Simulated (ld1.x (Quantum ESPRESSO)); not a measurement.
**What the settings do to the TM potential of boron (B)**

Base potential:

ld1.x (Quantum ESPRESSO) 7.5 input, shortened:

```
&input
   title='B', zed=5., rel=1, dft='PZ', iswitch=3,
   config='[He] 2s1.75 2p1.25 3d-2'
 /
 &inputp
   pseudotype=2, tm=.true., lloc=-1, rcloc=1.35,
   nlcc=.true.
 /
3
2S  1  0   1.75   0.00  1.55  1.55  0.0
2P  2  1   1.25   0.00  1.70  1.70  0.0
3D  3  2  -2.00   0.25  1.45  1.45  0.0
 &test
   configts(1)='2s1.75 2p1.25'
 /
```

All-electron outer shells of the reference configuration (LDA (PZ), scalar-relativistic, ld1.x):

```
shell  level (eV)  outermost node (bohr)  outermost maximum (bohr)
   1s     -178.93                      –                      0.21
   2s       -9.51                   0.46                      1.52
   2p       -3.84                      –                      1.55
```

Cutoffs, loose and tight: the cutoffs (Ry, on a coarse ladder) from which the occupation-weighted sum of valence levels, in a spherical-Bessel basis at the reference potential, stays within 10 and 1 mRy of its value at 400 Ry. They do not see the model core or the augmentation charge, which bear on the density cutoff. Test errors are all-electron minus pseudo excitation energies from the reference, over the configurations 2s2 2p1; 2s2 2p0; 2s1 2p0; 2s1 2p1; 2s1 2p2; 2s2 2p0.5; 2s0 2p3 (two spin-polarised tests are not counted in the largest error). A dash means not determined; rows that change the core or the reference have their own tests.

| change | outcome | cutoff, loose | cutoff, tight | bound ghosts | largest test error (meV) |
| --- | --- | --- | --- | --- | --- |
| base | generated | 25 Ry | 50 Ry | none | +51 |
| wave 3d channel at 0.25 Ry: rc 1.45 bohr becomes 3d channel at 0.25 Ry: rc 2.14 bohr | generated | 25 Ry | 50 Ry | none | +51 |
| type ultrasoft; waves now 2s (bound): rcut 1.35, rcutus 1.55 bohr; 2s channel at -0.35 Ry: rcut 1.35, rcutus 1.55 bohr; 2p (bound): rcut 1.50, rcutus 1.70 bohr; 2p channel at 2.05 Ry: rcut 1.50, rcutus 1.70 bohr; 3d channel at 0.25 Ry: rcut 1.25, rcutus 1.45 bohr; 3d channel at 1.65 Ry: rcut 1.25, rcutus 1.45 bohr; local potential all-electron potential smoothed inside 1.25 bohr (lloc = -2); augmentation built from norm-conserving waves at rcut, not smoothed further | generated | 18 Ry | 30 Ry | none | +24 |
| wave 2s (bound): rc 1.55 bohr becomes 2s (bound): rc 1.84 bohr | generated | 25 Ry | 40 Ry | none | +55 |
| functional PBE | generated | 25 Ry | 50 Ry | none | +71 |
| local potential all-electron potential smoothed inside 1.40 bohr (lloc = -1) | generated | 25 Ry | 50 Ry | none | +51 |

**Question.** What comes out with this change to the base: reference 2s2 2p0?

**Answer.** outcome: generated; cutoff, loose: 18 Ry; cutoff, tight: 50 Ry; bound ghosts: none; largest test error (meV): +38.

**Question.** What comes out with this change to the base: all radii but the core radius scaled by about 1.05 (s 1.62, p 1.78, d 1.52 bohr); local potential all-electron potential smoothed inside 1.42 bohr (lloc = -1)?

**Answer.** outcome: generated; cutoff, loose: 25 Ry; cutoff, tight: 45 Ry; bound ghosts: none; largest test error (meV): +55.
